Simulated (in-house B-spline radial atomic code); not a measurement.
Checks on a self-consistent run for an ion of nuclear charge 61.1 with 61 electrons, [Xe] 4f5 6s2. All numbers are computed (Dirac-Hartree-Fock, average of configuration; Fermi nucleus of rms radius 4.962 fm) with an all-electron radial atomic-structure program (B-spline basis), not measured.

```csv
orbital,q,ε (Eh),<1/r>,<r²>,small-component weight
1s1/2,2,-1676.27244,67.5578,0.000728754,0.051491
2s1/2,2,-276.87990,16.0465,0.0114341,0.011311
2p1/2,2,-261.54693,15.9851,0.00837486,0.011309
2p3/2,4,-240.74421,14.3137,0.00961477,0.010563
3s1/2,2,-62.23197,5.84248,0.0765271,0.0035505
3p1/2,2,-55.63916,5.74475,0.0718771,0.0034786
3p3/2,4,-51.36187,5.32826,0.0789898,0.0032768
3d3/2,4,-40.05877,5.18538,0.0638757,0.003137
3d5/2,6,-39.14392,5.08032,0.0658807,0.0030773
4s1/2,2,-13.21085,2.40499,0.394516,0.0010826
4p1/2,2,-10.62329,2.29662,0.419783,0.0010101
4p3/2,4,-9.68231,2.16513,0.457476,0.00094739
4d3/2,4,-5.37021,1.93803,0.540192,0.00078629
4d5/2,6,-5.20023,1.90328,0.556227,0.00076722
5s1/2,2,-1.96620,0.900939,2.39144,0.00021312
5p1/2,2,-1.18103,0.794964,3.05272,0.00017003
5p3/2,4,-1.05045,0.747413,3.39902,0.00015314
4f5/2,2.1429,-0.45307,1.35753,1.24185,0.0004239
4f7/2,2.8571,-0.43591,1.34306,1.27676,0.00041664
6s1/2,2,-0.19815,0.270087,23.828,1.9189e-05
```

Electron-electron repulsion V_ee = 3681.4959 hartree.

Problem. What total energy follows from the eigenvalues?

Solution. The eigenvalues count the repulsion twice, so E = Σqε - V_ee = -6380.852 - 3681.496 = -10062.348 hartree; the run printed -10062.348.

Problem. Does the Dirac virial theorem hold?

Solution. For a point nucleus E = -2c²Σq·w, with w the small-component weight. Here Σq·w = 0.26789 and c = 137.0360, so the ratio E/(-2c²Σq·w) is 1.000106; the finite nucleus accounts for the departure from 1.

Problem. What diamagnetic shielding (Lamb formula) and susceptibility (Langevin formula) do the radii give?

Solution. σ = (α²/3)Σq<1/r> = 403.048/(3·137.036²) = 7154.3 ppm, and χ = -0.79199×10⁻⁶·Σq<r²> = -70.29×10⁻⁶ cm³/mol with Σq<r²> = 88.749 bohr². Both are non-relativistic formulas without the paramagnetism of open shells; for so heavy an element the full relativistic shielding is larger by tens of per cent.
